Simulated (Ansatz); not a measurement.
Reaction (ligand exchange at a B–C bond): `CC(S)BO` + `OCS` → `OBSCO` + `CCS`

Isolated molecules relaxed with PBE0-D4/def2-TZVP in Ansatz; ΔE leaves out vibrations. CCSD(T)/CBS adds triple-zeta CCSD(T) − MP2 to the extrapolated MP2 energy (def2 sets, frozen cores). DFT in def2-TZVPP. B3LYP here is the variant with VWN-RPA as its local correlation; programs differ in this. Each species was taken in one conformer, which may not be the lowest.

```json
{"level": "PBE0-D4", "ΔE (kJ/mol)": "-84.4"}
{"level": "B3LYP-D4", "ΔE (kJ/mol)": "-84.2"}
{"level": "CCSD/def2-TZVPP", "ΔE (kJ/mol)": "-79.4"}
{"level": "HF/CBS(def2)", "ΔE (kJ/mol)": "-86.4"}
```

Question: What does CCSD(T)/CBS give? (Best estimate.)

Answer: Computed: -80.7 kJ/mol. The listed levels differ from it by -3.7, -3.5, 1.3, -5.7 kJ/mol.

Largest T1 diagnostic among the species: 0.013.

In def2-TZVPP, CCSD(T) changes the Hartree–Fock value by +7.1 kJ/mol (the triples alone add −0.4 kJ/mol) and MP2 by +4.6 kJ/mol.
